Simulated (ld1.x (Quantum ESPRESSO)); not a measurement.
## LDA (PZ) TM semilocal dataset for tantalum (Ta), scalar-relativistic all-electron reference.

ld1.x (Quantum ESPRESSO) 7.5 was run on this input:

```
&input
   title='Ta', zed=73., rel=1, dft='PZ', iswitch=3,
   config='[Xe] 4f14 5d3 6s1.75 6p0.25',
   nld=3, rlderiv=2.85, eminld=-2.0, emaxld=5.0, deld=0.02
 /
 &inputp
   pseudotype=1, tm=.true., lloc=1,
   nlcc=.true., new_core_ps=.true., rcore=1.85,
   file_pseudopw='Ta.pp', file_wfcaegen='ae.wfc', file_wfcncgen='nc.wfc'
 /
3
6S  1  0   1.75   0.00  2.50  2.50  0.0
5D  3  2   3.00   0.00  2.25  2.25  0.0
6P  2  1   0.25   0.00  2.60  2.60  0.0
 &test
   configts(1)='5d3 6s1.75 6p0.25'
 /
```

Command:

```bash
ld1.x < Ta.in > Ta.out
```

Output (shortened: banner, matrices, multipoles, cross overlaps and the repeated all-electron block are left out):

```
Program LD1 v.7.5
     --------------------------- All-electron run ----------------------------

     Ta
     scalar relativistic calculation

     atomic number is 73.00
     dft =PZ   lsd =0 sic =0 latt =0  beta=0.20 tr2=1.0E-14
     Exchange-correlation= PZ
                           (   1   1   0   0   0   0   0)
     mesh =1273 r(mesh) = 100.43799 a.u. xmin = -7.00 dx = 0.01250
     1 Ry =  13.60569312 eV, c = 137.03599908

     n l     nl                  e(Ry)          e(Ha)          e(eV)
     1 0     1S 1( 2.00)     -4947.5709     -2473.7855    -67315.1320
     2 0     2S 1( 2.00)      -850.1543      -425.0772    -11566.9388
     2 1     2P 1( 6.00)      -745.2956      -372.6478    -10140.2633
     3 0     3S 1( 2.00)      -194.7395       -97.3698     -2649.5662
     3 1     3P 1( 6.00)      -163.5572       -81.7786     -2225.3096
     4 0     4S 1( 2.00)       -39.6778       -19.8389      -539.8435
     4 1     4P 1( 6.00)       -29.4443       -14.7222      -400.6108
     3 2     3D 1(10.00)      -127.1136       -63.5568     -1729.4689
     5 0     5S 1( 2.00)        -5.4086        -2.7043       -73.5873
     5 1     5P 1( 6.00)        -2.9367        -1.4683       -39.9554
     4 2     4D 1(10.00)       -16.3463        -8.1731      -222.4022
     4 3     4F 1(14.00)        -1.8616        -0.9308       -25.3284
     5 2     5D 1( 3.00)        -0.3036        -0.1518        -4.1300
     6 0     6S 1( 1.75)        -0.4326        -0.2163        -5.8858
     6 1     6P 1( 0.25)        -0.1244        -0.0622        -1.6928

     final scf error:  5.1E-15 reached in  28 iterations

     Etot =  -31190.621592 Ry,  -15595.310796 Ha, -424370.025697 eV

     Ekin =   34267.152088 Ry,   17133.576044 Ha,  466228.355502 eV
     Encl =  -77052.035866 Ry,  -38526.017933 Ha,-1048346.354490 eV
     Eh   =   12206.008301 Ry,    6103.004151 Ha,  166071.203206 eV
     Exc  =    -611.746115 Ry,    -305.873058 Ha,   -8323.229915 eV

     normalization and overlap integrals

     s(1S/1S) =  1.000000  <r> =   0.0187  <r2> =    0.0005  r(max) =   0.0116
     s(2S/2S) =  1.000000  <r> =   0.0790  <r2> =    0.0074  r(max) =   0.0670
     s(2P/2P) =  1.000000  <r> =   0.0706  <r2> =    0.0061  r(max) =   0.0549
     s(3S/3S) =  1.000000  <r> =   0.2050  <r2> =    0.0480  r(max) =   0.1891
     s(3P/3P) =  1.000000  <r> =   0.2050  <r2> =    0.0487  r(max) =   0.1868
     s(4S/4S) =  1.000000  <r> =   0.4590  <r2> =    0.2379  r(max) =   0.4315
     s(4P/4P) =  1.000000  <r> =   0.4880  <r2> =    0.2710  r(max) =   0.4480
     s(3D/3D) =  1.000000  <r> =   0.1857  <r2> =    0.0404  r(max) =   0.1510
     s(5S/5S) =  1.000000  <r> =   1.0994  <r2> =    1.3599  r(max) =   0.9847
     s(5P/5P) =  1.000000  <r> =   1.2941  <r2> =    1.9037  r(max) =   1.1298
     s(4D/4D) =  1.000000  <r> =   0.5233  <r2> =    0.3177  r(max) =   0.4593
     s(4F/4F) =  1.000000  <r> =   0.6394  <r2> =    0.5210  r(max) =   0.4424
     s(5D/5D) =  1.000000  <r> =   2.2292  <r2> =    6.1259  r(max) =   1.5833
     s(6S/6S) =  1.000000  <r> =   3.2607  <r2> =   12.1339  r(max) =   2.7443
     s(6P/6P) =  1.000000  <r> =   4.8208  <r2> =   27.1148  r(max) =   3.8460

     ------------------------ End of All-electron run ------------------------

     --------------------- Generating NC pseudopotential ---------------------

      Generating local pot.: lloc=1, matching radius rcloc =   2.6000

      Computing core charge for nlcc:

       r > 1.86 : true rho core
      Core charge pseudized with two Bessel functions
      Integrated core pseudo-charge :  12.18

      Wfc   6S  rcut= 2.483  Using Troullier-Martins method

      Wfc   5D  rcut= 2.247  Using Troullier-Martins method

     ------------------- End of pseudopotential generation -------------------

     Computing logarithmic derivative in   2.86713
     Computing logarithmic derivative in   2.86713
     Computing the partial wave expansion
     R is outside the sphere for l=    0 j= 0.00
       no projector for channel:   1
     R is outside the sphere for l=    2 j= 0.00

     ---------------------- Testing the pseudopotential ----------------------

     Ta
     scalar relativistic calculation

     atomic number is 73.00   valence charge is  5.00
     dft =PZ   lsd =0 sic =0 latt =0  beta=0.20 tr2=1.0E-14
     mesh =1273 r(mesh) = 100.43799 xmin = -7.00 dx = 0.01250

     n l     nl             e AE (Ry)        e PS (Ry)    De AE-PS (Ry)
     3 2     5D   1( 3.00)       -0.30355       -0.30355        0.00000
     1 0     6S   1( 1.75)       -0.43260       -0.43260        0.00000
     2 1     6P   1( 0.25)       -0.12442       -0.12442       -0.00000

     eps = 6.4E-15  iter =  9

     Etot =  -31190.621592 Ry,  -15595.310796 Ha, -424370.025697 eV
     Etotps =   -26.805072 Ry,     -13.402536 Ha,    -364.701580 eV

     Ekin =       8.731166 Ry,       4.365583 Ha,     118.793571 eV
     Encl =     -15.266074 Ry,      -7.633037 Ha,    -207.705518 eV
     Ehrt =       8.407860 Ry,       4.203930 Ha,     114.394757 eV
     Ecxc =     -20.925002 Ry,     -10.462501 Ha,    -284.699159 eV
     (Ecc =     -17.090499 Ry,      -8.545249 Ha,    -232.528084 eV)
     Epseu=      -7.753021 Ry,      -3.876511 Ha,    -105.485230 eV

     ---------------------- End of pseudopotential test ----------------------
```

Generation and configuration tests took about 2.5 s on one core of a shared server CPU.

Transferability test of the new file with ld1.x, input:

```
&input
   title='Ta', zed=73., rel=1, dft='PZ', iswitch=2,
   config='[Xe] 4f14 5d3 6s1.75 6p0.25'
 /
 &test
   file_pseudo='Ta.pp', nconf=10,
   configts(1)='5d3 6s1.75 6p0.25',
   configts(2)='5d3 6s2 6p0',
   configts(3)='5d3 6s1 6p0',
   configts(4)='5d3 6s0 6p0',
   configts(5)='5d3 6s1 6p1',
   configts(6)='5d2 6s2 6p0',
   configts(7)='5d4 6s0 6p0',
   configts(8)='5d4 6s1 6p0',
   configts(9)='5d3 6s1.75 6p0.25', lsdts(9)=1,
   configts(10)='5d3 6s2 6p0', lsdts(10)=1
 /
```

```bash
ld1.x < Ta.test.in > Ta.test.out
```

Pseudopotential blocks of its output, shortened (energy terms left out):

```
     ---------------------- Testing the pseudopotential ----------------------

     n l     nl             e AE (Ry)        e PS (Ry)    De AE-PS (Ry)
     3 2     5D   1( 3.00)       -0.30355       -0.30355        0.00000
     1 0     6S   1( 1.75)       -0.43260       -0.43260        0.00000
     2 1     6P   1( 0.25)       -0.12442       -0.12442       -0.00000

     eps = 2.3E-15  iter = 11

     Etot =  -31190.621592 Ry,  -15595.310796 Ha, -424370.025697 eV
     Etotps =   -26.805072 Ry,     -13.402536 Ha,    -364.701580 eV

     ---------------------- End of pseudopotential test ----------------------

          ---------------------- Testing the pseudopotential ----------------------

     n l     nl             e AE (Ry)        e PS (Ry)    De AE-PS (Ry)
     3 2     5D   1( 3.00)       -0.27820       -0.27824        0.00005
     1 0     6S   1( 2.00)       -0.41309       -0.41302       -0.00007
     2 1     6P   1( 0.00)       -0.10893       -0.10893       -0.00000

     eps = 6.2E-16  iter = 10

     Etot =  -31190.698092 Ry,  -15595.349046 Ha, -424371.066530 eV
     Etotps =   -26.881576 Ry,     -13.440788 Ha,    -365.742468 eV
     dEtot_ae =      -0.076500 Ry
     dEtot_ps =      -0.076504 Ry,   Delta E=       0.000004 Ry

     ---------------------- End of pseudopotential test ----------------------

          ---------------------- Testing the pseudopotential ----------------------

     n l     nl             e AE (Ry)        e PS (Ry)    De AE-PS (Ry)
     3 2     5D   1( 3.00)       -0.79084       -0.78962       -0.00121
     1 0     6S   1( 1.00)       -0.87565       -0.87633        0.00068
     2 1     6P   1( 0.00)       -0.49896       -0.49983        0.00087

     eps = 7.1E-15  iter =  8

     Etot =  -31190.058534 Ry,  -15595.029267 Ha, -424362.364899 eV
     Etotps =   -26.241537 Ry,     -13.120769 Ha,    -357.034303 eV
     dEtot_ae =       0.563058 Ry
     dEtot_ps =       0.563534 Ry,   Delta E=      -0.000476 Ry

     ---------------------- End of pseudopotential test ----------------------

          ---------------------- Testing the pseudopotential ----------------------

     n l     nl             e AE (Ry)        e PS (Ry)    De AE-PS (Ry)
     3 2     5D   1( 3.00)       -1.36942       -1.36876       -0.00066
     1 0     6S   1( 0.00)       -1.37982       -1.38287        0.00304
     2 1     6P   1( 0.00)       -0.93318       -0.93895        0.00577  !

     eps = 1.8E-18  iter =  7

     Etot =  -31188.933361 Ry,  -15594.466681 Ha, -424347.056147 eV
     Etotps =   -25.114417 Ry,     -12.557208 Ha,    -341.699045 eV
     dEtot_ae =       1.688231 Ry
     dEtot_ps =       1.690655 Ry,   Delta E=      -0.002424 Ry

     ---------------------- End of pseudopotential test ----------------------

          ---------------------- Testing the pseudopotential ----------------------

     n l     nl             e AE (Ry)        e PS (Ry)    De AE-PS (Ry)
     3 2     5D   1( 3.00)       -0.37498       -0.37459       -0.00039
     1 0     6S   1( 1.00)       -0.48611       -0.48617        0.00006
     2 1     6P   1( 1.00)       -0.16312       -0.16305       -0.00007

     eps = 4.3E-16  iter =  9

     Etot =  -31190.385040 Ry,  -15595.192520 Ha, -424366.807241 eV
     Etotps =   -26.568398 Ry,     -13.284199 Ha,    -361.481473 eV
     dEtot_ae =       0.236552 Ry
     dEtot_ps =       0.236674 Ry,   Delta E=      -0.000121 Ry

     ---------------------- End of pseudopotential test ----------------------

          ---------------------- Testing the pseudopotential ----------------------

     n l     nl             e AE (Ry)        e PS (Ry)    De AE-PS (Ry)
     3 2     5D   1( 2.00)       -0.90912       -0.91792        0.00880  !
     1 0     6S   1( 2.00)       -0.93930       -0.93901       -0.00029
     2 1     6P   1( 0.00)       -0.53868       -0.53998        0.00130

     eps = 3.8E-15  iter = 10

     Etot =  -31190.116610 Ry,  -15595.058305 Ha, -424363.155068 eV
     Etotps =   -26.296645 Ry,     -13.148322 Ha,    -357.784081 eV
     dEtot_ae =       0.504982 Ry
     dEtot_ps =       0.508427 Ry,   Delta E=      -0.003445 Ry

     ---------------------- End of pseudopotential test ----------------------

          ---------------------- Testing the pseudopotential ----------------------

     n l     nl             e AE (Ry)        e PS (Ry)    De AE-PS (Ry)
     3 2     5D   1( 4.00)       -0.68748       -0.68240       -0.00508  !
     1 0     6S   1( 0.00)       -0.81685       -0.82060        0.00374
     2 1     6P   1( 0.00)       -0.46114       -0.46461        0.00346

     eps = 2.2E-15  iter =  9

     Etot =  -31189.950889 Ry,  -15594.975445 Ha, -424360.900323 eV
     Etotps =   -26.127953 Ry,     -13.063976 Ha,    -355.488908 eV
     dEtot_ae =       0.670703 Ry
     dEtot_ps =       0.677119 Ry,   Delta E=      -0.006416 Ry

     ---------------------- End of pseudopotential test ----------------------

          ---------------------- Testing the pseudopotential ----------------------

     n l     nl             e AE (Ry)        e PS (Ry)    De AE-PS (Ry)
     3 2     5D   1( 4.00)       -0.20834       -0.20613       -0.00221
     1 0     6S   1( 1.00)       -0.37965       -0.38239        0.00275
     2 1     6P   1( 0.00)       -0.09665       -0.09874        0.00209

     eps = 9.0E-16  iter =  9

     Etot =  -31190.544298 Ry,  -15595.272149 Ha, -424368.974064 eV
     Etotps =   -26.724795 Ry,     -13.362398 Ha,    -363.609361 eV
     dEtot_ae =       0.077294 Ry
     dEtot_ps =       0.080277 Ry,   Delta E=      -0.002983 Ry

     ---------------------- End of pseudopotential test ----------------------

          ---------------------- Testing the pseudopotential ----------------------

     n l     nl             e AE (Ry)        e PS (Ry)    De AE-PS (Ry)
     3 2     5D   1( 3.00)       -0.34324       -0.34337        0.00013
     1 0     6S   1( 1.00)       -0.46434       -0.46546        0.00113
     2 1     6P   1( 0.25)       -0.14060       -0.14111        0.00051
     3 2     5D   2( 0.00)       -0.22849       -0.22690       -0.00159
     1 0     6S   2( 0.75)       -0.37467       -0.37300       -0.00167
     2 1     6P   2( 0.00)       -0.09484       -0.09416       -0.00068

     eps = 6.7E-15  iter = 12

     Etot =  -31190.714833 Ry,  -15595.357417 Ha, -424371.294307 eV
     Etotps =   -26.900008 Ry,     -13.450004 Ha,    -365.993248 eV
     dEtot_ae =      -0.093241 Ry
     dEtot_ps =      -0.094936 Ry,   Delta E=       0.001695 Ry

     ---------------------- End of pseudopotential test ----------------------

          ---------------------- Testing the pseudopotential ----------------------

     n l     nl             e AE (Ry)        e PS (Ry)    De AE-PS (Ry)
     3 2     5D   1( 3.00)       -0.31609       -0.31629        0.00021
     1 0     6S   1( 1.00)       -0.44040       -0.44170        0.00130
     2 1     6P   1( 0.00)       -0.12116       -0.12182        0.00067
     3 2     5D   2( 0.00)       -0.21275       -0.21157       -0.00118
     1 0     6S   2( 1.00)       -0.36869       -0.36723       -0.00145
     2 1     6P   2( 0.00)       -0.08994       -0.08947       -0.00047

     eps = 2.9E-16  iter = 12

     Etot =  -31190.775041 Ry,  -15595.387521 Ha, -424372.113480 eV
     Etotps =   -26.959684 Ry,     -13.479842 Ha,    -366.805188 eV
     dEtot_ae =      -0.153449 Ry
     dEtot_ps =      -0.154612 Ry,   Delta E=       0.001163 Ry

     ---------------------- End of pseudopotential test ----------------------
```
